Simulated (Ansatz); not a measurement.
Relaxation of CH3NSSi (7 atoms, charge 0, multiplicity 1), to a largest force component of 0.02 eV/Å in at most 50 steps.

Theory: Ansatz, RKS B3LYP-D4/def2-SVP.

```xyz
7
Properties=species:S:1:pos:R:3:forces:R:3
C -1.251 -0.131 -0.111 -2.31 3.01 5.15
N -0.595 0.236 0.936 -2.29 -2.50 -1.45
Si 1.008 0.159 0.265 3.12 3.27 -0.89
S -0.280 -0.472 -1.490 2.76 -2.51 -2.56
H -2.326 -0.221 -0.133 -0.65 -0.16 -0.56
H 0.266 -0.432 -2.757 -0.58 0.45 -0.24
H 1.814 -0.984 0.632 -0.05 -1.55 0.56
```

Question: Where does it end, and by what steps?

Answer: It converged. After 31 steps the energy has fallen by 3.317 eV; H6 moved furthest, 1.89 Å. Parted: C1–Si3, Si3–S4.

| step | energy less start (eV) | largest force component (eV/Å) | accepted |
| --- | --- | --- | --- |
| 0 | 0.0000 | 5.146 | yes |
| 2 | -1.8061 | 4.193 | yes |
| 4 | -2.4937 | 0.917 | yes |
| 6 | -2.6374 | 1.088 | yes |
| 8 | -2.6982 | 0.232 | yes |
| 10 | -2.7069 | 0.072 | yes |
| 12 | -2.7176 | 0.272 | yes |
| 14 | -2.7904 | 0.787 | yes |
| 16 | -2.9216 | 0.898 | yes |
| 18 | -3.0387 | 0.610 | yes |
| 20 | -3.1340 | 0.899 | yes |
| 22 | -3.2657 | 0.403 | yes |
| 24 | -3.3093 | 0.292 | yes |
| 26 | -3.3146 | 0.216 | yes |
| 28 | -3.3168 | 0.089 | yes |
| 30 | -3.3175 | 0.025 | yes |
| 31 | -3.3175 | 0.007 | yes |

```xyz
7
Properties=species:S:1:pos:R:3
C -0.723 -0.131 -0.627
N 0.155 0.000 0.256
Si 1.422 0.417 1.293
S -0.338 -0.601 -2.303
H -1.798 0.026 -0.430
H -1.614 -0.568 -2.753
H 1.534 -0.987 1.906
```

Time of the run: 2.1 min on 1 thread of Intel(R) Xeon(R) Platinum 8259CL CPU @ 2.50GHz (Skylake/Cascade Lake), with other jobs on the host, peak memory 0.17 GiB.
